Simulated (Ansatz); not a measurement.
Gas-phase reaction in SMILES: OB(Br)Br -> O[B]Br + Br atom (the B-Br bond at the site shown breaks; other sites are not compared here)
Structures are relaxed separately at B3LYP-D3(BJ)/def2-TZVP in Ansatz (a first-principles code), one conformer each, not searched for the lowest. Frequencies are from Ansatz.

Wanted: bond dissociation energy (0 K, with B3LYP-D3(BJ) harmonic zero-point energies), in kcal/mol. Cores are frozen in the correlated levels unless marked. Open shells are spin-unrestricted. No spin-orbit coupling. Frozen are the shells of the preceding noble gas and the d and f shells that filled before the atom's block. Non-relativistic. CBS(X,Y): correlation extrapolated as X^-3; Hartree-Fock from the larger set (for Q and 5 zeta extrapolated as (X+1)exp(-9√X)).

| level | program | bond dissociation energy (kcal/mol) |
|---|---|---|
| HF/cc-pVTZ | Ansatz | 73.0 |
| HF/cc-pVQZ | Ansatz | 72.8 |

Q: What does CCSD(T)/CBS(cc-pVQZ,cc-pV5Z) (Ansatz) give?

A: 103.9 kcal/mol
